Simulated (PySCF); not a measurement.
C4H5Cl, SMILES ClC1=CCC1. The structure is a stationary point at PBE0-D3(BJ)/def2-SVP.

Task: Give the equilibrium geometry at PBE0-D3(BJ)/def2-SVP (PySCF confirms it by a frequency run) as a Z-matrix, and its point group. (The exact figures need the calculation; the answer reports its results.)

Result: point group Cs.
```
C
H 1 1.1014
H 1 1.1014 2 109.14
C 1 1.5016 2 115.43 3 131.94
C 4 1.3403 1 96.13 2 115.55
H 5 1.0907 4 134.15 1 180.00
C 5 1.5126 6 133.65 4 180.00
H 7 1.1023 5 115.53 6 64.28
H 7 1.1023 8 108.77 5 131.82
Cl 4 1.7114 5 133.85 6 0.00
```
Charge 0, spin multiplicity 1.
